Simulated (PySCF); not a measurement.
Compound: C6H12N (doublet state).
Bonds: C1–C2, C2–C3, C3–C4, C4–N5, N5–C6, C6–C7, C1–C7. Hydrogens: H8 on C1; H9, H10 on C2; H11, H12 on C3; H13, H14 on C4; H15 on N5; H16, H17 on C6; H18, H19 on C7.

As a line formula: `[CH]1CCCNCC1` [radical].

Level of theory: UKS B3LYP, pcH-1 on C H N, non-relativistic, mean-field spin-orbit, GIAO (PySCF 2.14.0). The structure is a single GFN2-xTB conformer in the gas phase; no vibrational or solvent corrections. A GFN2-xTB geometry isn't a minimum of the functional, and hyperfine couplings can be far from their values at a DFT geometry. The SCF solution wasn't tested for stability.

Principal values of hyperfine tensors in MHz (contact and dipolar terms together), for some of the nuclei:

| atom | isotope | A1 | A2 | A3 |
| --- | --- | --- | --- | --- |
| H9 | 1H | 128.65 | 131.00 | 143.69 |
| C1 | 13C | 12.91 | 13.76 | 251.39 |
| C6 | 13C | 78.62 | 79.26 | 99.45 |
| H8 | 1H | -99.49 | -61.18 | -23.30 |
| H19 | 1H | 46.59 | 46.83 | 59.84 |
| H10 | 1H | 44.22 | 44.72 | 57.87 |
| C7 | 13C | -35.37 | -33.03 | -30.92 |
| C3 | 13C | 23.98 | 24.06 | 29.18 |

Question: Split each tensor into its isotropic and traceless parts, and turn a_iso into mT with g = 2.0026.

Answer: a_iso = (A1 + A2 + A3)/3, Ti = Ai − a_iso; 1 mT corresponds to 28.029 MHz.

| atom | a_iso (MHz) | a_iso (mT) | T1 | T2 | T3 |
| --- | --- | --- | --- | --- | --- |
| H9 | 134.45 | 4.797 | -5.79 | -3.45 | 9.24 |
| C1 | 92.69 | 3.307 | -79.78 | -78.93 | 158.71 |
| C6 | 85.78 | 3.060 | -7.16 | -6.52 | 13.68 |
| H8 | -61.32 | -2.188 | -38.17 | 0.14 | 38.02 |
| H19 | 51.09 | 1.823 | -4.49 | -4.26 | 8.76 |
| H10 | 48.94 | 1.746 | -4.72 | -4.21 | 8.93 |
| C7 | -33.11 | -1.181 | -2.26 | 0.08 | 2.19 |
| C3 | 25.74 | 0.918 | -1.76 | -1.68 | 3.44 |

Question: What spin density at the nucleus of C1 lies behind its contact coupling (g_N = 1.40482)?

Answer: a_FC = 800.24 MHz bohr³ × g_N × ρ(0)/(2S). With a_FC = 92.69 MHz and 2S = 1, ρ(0) = 0.08245 bohr⁻³.

Question: C2 (13C, g_N = 1.40482) isn't in the table. Its spin density at the nucleus is -0.0286 bohr⁻³. What is its contact coupling?

Answer: By the same relation, a_FC = -32.2 MHz. Its full tensor has the principal values -34.34, -31.80, -30.32 MHz.

Question: Which nucleus of the table has the largest anisotropic coupling, and what is its form?

Answer: C1: -79.8, -78.9, 158.7 MHz, axial, in the ratio −1:−1:+2, the form that spin in one p orbital centred on that nucleus gives.

Question: In a single crystal, with the field along each principal axis of the tensor of C1 in turn, what first-order splitting does this nucleus give (isotropic g, quadrupole terms neglected)?

Answer: 2 lines (I = 1/2), spaced by |A_i|/(g × 13.996): 0.46, 0.49, 8.97 mT along the axes of A1, A2 and A3.
